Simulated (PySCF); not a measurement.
C₃H₅NOSi, SMILES C=C[SiH2]OC#N.

Geometry optimised at PBE-D3(BJ)/def2-SVP. This is a generated structure with no PubChem entry under its InChIKey; it may be hypothetical. The values are those of a single conformer.

Calculation: B3LYP/def2-TZVP (PySCF).

Symmetry labels are those of the subgroup Cs that the program uses (full group Cs).

Computed valence orbital energies around the gap with their symmetry:
```json
[
 {"orbital": "HOMO−7", "symmetry": "A'", "energy (eV)": "-12.77"},
 {"orbital": "HOMO−6", "symmetry": "A'", "energy (eV)": "-11.59"},
 {"orbital": "HOMO−5", "symmetry": "A\"", "energy (eV)": "-10.42"},
 {"orbital": "HOMO−4", "symmetry": "A'", "energy (eV)": "-10.05"},
 {"orbital": "HOMO−3", "symmetry": "A'", "energy (eV)": "-9.66"},
 {"orbital": "HOMO−2", "symmetry": "A'", "energy (eV)": "-8.53"},
 {"orbital": "HOMO−1", "symmetry": "A\"", "energy (eV)": "-8.44"},
 {"orbital": "HOMO", "symmetry": "A\"", "energy (eV)": "-8.24"},
 {"orbital": "LUMO", "symmetry": "A\"", "energy (eV)": "-1.52"},
 {"orbital": "LUMO+1", "symmetry": "A'", "energy (eV)": "-0.95"},
 {"orbital": "LUMO+2", "symmetry": "A'", "energy (eV)": "0.48"},
 {"orbital": "LUMO+3", "symmetry": "A'", "energy (eV)": "0.90"}
]
```
